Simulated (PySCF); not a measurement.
**Electric field gradients and quadrupole coupling constants**

[TaO2F2]- (charge -1 and singlet state).
Cartesian coordinates in Å at the PBE0-D3(BJ)/def2-SVP level; atoms count from 1:
```
atom  x, y, z in Å
Ta1    0.0220   -0.0004    0.0215
O2    -0.3052   -0.0702    1.7547
O3     1.7717    0.0269   -0.2142
F4    -0.7554    1.6119   -0.7260
F5    -0.7331   -1.5681   -0.8361
```

Field gradients from the PBE0/pcSseg-1 (def2-TZVP on Ta) density (PySCF, non-relativistic but for the core potentials past Kr), principal values in atomic units, ordered |Vxx| ≤ |Vyy| ≤ |Vzz|:

```json
{"atom": "O2", "Vxx": "-0.0047", "Vyy": "-0.3880", "Vzz": "0.3926"}
{"atom": "O3", "Vxx": "-0.0050", "Vyy": "-0.3873", "Vzz": "0.3923"}
```

Task: Find the asymmetry η = (Vxx − Vyy)/Vzz and the couplings χ = eQV/h (234.96 MHz × Q in barn × V in au), with Q(17O) = −0.0256 b.

Result: 
```csv
atom,environment,nucleus,η,χzz (MHz),χxx (MHz),χyy (MHz)
O2,oxygen bonded to Ta,17O,0.98,-2.362,0.028,2.334
O3,oxygen bonded to Ta,17O,0.97,-2.360,0.030,2.329
```

At O2 and O3 η is above 0.9: Vyy and Vzz are nearly equal in size and opposite in sign, so a small change could swap them and flip the sign of χzz. 

Task: What is Vzz at O3 in SI units (1 au = 9.71736 × 10²¹ V/m²)?

Result: 0.3923 au = 3.812 × 10²¹ V/m².

Geometry: PBE0-D3(BJ)/def2-SVP; no solvent, vibrations or thermal averaging. Atoms past krypton carry effective core potentials; spin–orbit coupling is left out. The pcSseg-1 basis has no diffuse functions, a weakness for an anion. A larger basis could move these couplings by a tenth or more.
